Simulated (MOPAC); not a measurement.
Job for MOPAC: AM1 on BH3O (SMILES BO), a point of a torsion scan.

```
AM1 1SCF PRECISE CHARGE=0 THREADS=1
BH3O

B     -0.43933056 1    -0.05513441 1     0.04404603 1
O      0.82275662 1    -0.41021258 1     0.23898970 1
H     -1.30005719 1    -0.83987515 1    -0.15165669 1
H     -0.65651276 1     1.09603280 1     0.07703943 1
H      1.03298265 1    -1.34483504 1     0.21803467 1
```

Program output:

```
*******************************************************************************
 **                                                                           **
 **                              MOPAC v23.2.5                                **
 **                                                                           **
 *******************************************************************************
 ** MOPAC's Digital Object Identifier: https://doi.org/10.5281/zenodo.6511958 **
 **                                                                           **
 ** Please cite the open-source release paper for use of this MOPAC version:  **
 ** J. E. Moussa and J. J. P. Stewart (2026)                                  **
 ** MOPAC: An open-source semiempirical molecular orbital program             **
 ** J. Open Source Softw., 11(119), 8025, https://doi.org/10.21105/joss.08025 **
 *******************************************************************************

                              AM1 CALCULATION RESULTS

 *******************************************************************************
 *  AM1        - The AM1 Hamiltonian to be used
 *
 *
 *
 *                 CHARGE ON SYSTEM = 0
 *
 *
 *
 *  PRECISE    - TIGHTER CRITERIA TO BE USED
 *  1SCF       - DO 1 SCF AND THEN STOP
 *  THREADS=1  - MULTI-THREADING NOT USED
 *  T=         - A TIME OF 172800.0 SECONDS REQUESTED
 *  DUMP=N     - RESTART FILE WRITTEN EVERY 7200.0 SECONDS REQUESTED
 *******************************************************************************
AM1 1SCF PRECISE CHARGE=0 THREADS=1
 BH3O

   ATOM   CHEMICAL          X               Y               Z
  NUMBER   SYMBOL      (ANGSTROMS)     (ANGSTROMS)     (ANGSTROMS)

     1       B         -0.43933056  *  -0.05513441  *   0.04404603  *
     2       O          0.82275662  *  -0.41021258  *   0.23898970  *
     3       H         -1.30005719  *  -0.83987515  *  -0.15165669  *
     4       H         -0.65651276  *   1.09603280  *   0.07703943  *
     5       H          1.03298265  *  -1.34483504  *   0.21803467  *



          CARTESIAN COORDINATES

    NO.       ATOM           X           Y           Z

     1         B         -0.4393     -0.0551      0.0440
     2         O          0.8228     -0.4102      0.2390
     3         H         -1.3001     -0.8399     -0.1517
     4         H         -0.6565      1.0960      0.0770
     5         H          1.0330     -1.3448      0.2180

  H: (AM1): M.J.S. DEWAR ET AL, J. AM. CHEM. SOC. 107 3902-3909 (1985)
  B: (AM1): M.J.S. DEWAR ET AL, ORGANOMETALLICS, 7, 513-521 (1988)
  O: (AM1): M.J.S. DEWAR ET AL, J. AM. CHEM. SOC. 107 3902-3909 (1985)

           Empirical Formula: H3 O B  =     5 atoms



      MOLECULAR POINT GROUP   :   Cs


      RHF CALCULATION, NO. OF DOUBLY OCCUPIED LEVELS = 6


 -------------------------------------------------------------------------------
 AM1 1SCF PRECISE CHARGE=0 THREADS=1
 BH3O



     1SCF WAS SPECIFIED, SO BFGS WAS NOT USED
     SCF FIELD WAS ACHIEVED


                              AM1 CALCULATION
                                                       MOPAC v23.2.5 Linux




          FINAL HEAT OF FORMATION =        -71.84087 KCAL/MOL =    -300.58218 KJ/MOL


          COSMO AREA              =         66.01 SQUARE ANGSTROMS
          COSMO VOLUME            =         47.68 CUBIC ANGSTROMS

          IONIZATION POTENTIAL    =         11.026016 EV
          HOMO LUMO ENERGIES (EV) =        -11.026  2.503
          NO. OF FILLED LEVELS    =          6
          MOLECULAR WEIGHT        =         29.8331         POINT GROUP:  Cs

          MOLECULAR DIMENSIONS (Angstroms)

            Atom       Atom       Distance
            H     5    H     4     2.97189
            O     2    H     3     2.02049
            H     3    B     1     0.00003


          SCF CALCULATIONS        =          1





   ATOM   CHEMICAL          X               Y               Z
  NUMBER   SYMBOL      (ANGSTROMS)     (ANGSTROMS)     (ANGSTROMS)

     1       B         -0.43933056  *  -0.05513441  *   0.04404603  *
     2       O          0.82275662  *  -0.41021258  *   0.23898970  *
     3       H         -1.30005719  *  -0.83987515  *  -0.15165669  *
     4       H         -0.65651276  *   1.09603280  *   0.07703943  *
     5       H          1.03298265  *  -1.34483504  *   0.21803467  *

                             CARTESIAN COORDINATES

   1    B       -0.439330560    -0.055134410     0.044046030
   2    O        0.822756620    -0.410212580     0.238989700
   3    H       -1.300057190    -0.839875150    -0.151656690
   4    H       -0.656512760     1.096032800     0.077039430
   5    H        1.032982650    -1.344835040     0.218034670


           Empirical Formula: H3 O B  =     5 atoms



      MOLECULAR POINT GROUP   :   Cs


                  EIGENVALUES
 -38.10461 -22.39405 -17.75016 -14.56490 -14.00458 -11.02602   2.50285   2.62790
   4.10790   6.08596   7.54130


              NET ATOMIC CHARGES AND DIPOLE CONTRIBUTIONS

  ATOM NO.   TYPE          CHARGE      No. of ELECS.   s-Pop       p-Pop
    1          B           0.166354        2.8336     1.21932     1.61432
    2          O          -0.307959        6.3080     1.82261     4.48535
    3          H          -0.071692        1.0717     1.07169
    4          H          -0.012423        1.0124     1.01242
    5          H           0.225720        0.7743     0.77428
 DIPOLE           X         Y         Z       TOTAL
 POINT-CHG.     0.039    -0.672    -0.034     0.673
 HYBRID        -0.024    -0.674    -0.045     0.676
 SUM            0.015    -1.346    -0.079     1.348


          ATOMIC ORBITAL ELECTRON POPULATIONS

     Atom    s        px        py        pz
    1  B   1.21932   0.62445   0.74451   0.24536
    2  O   1.82261   1.42564   1.30009   1.75962
    3  H   1.07169
    4  H   1.01242
    5  H   0.77428

 **********************
 *                    *
 * JOB ENDED NORMALLY *
 *                    *
 **********************




 == MOPAC DONE ==
```

The run finished.

Cost: around 0.05 core-seconds (rough).
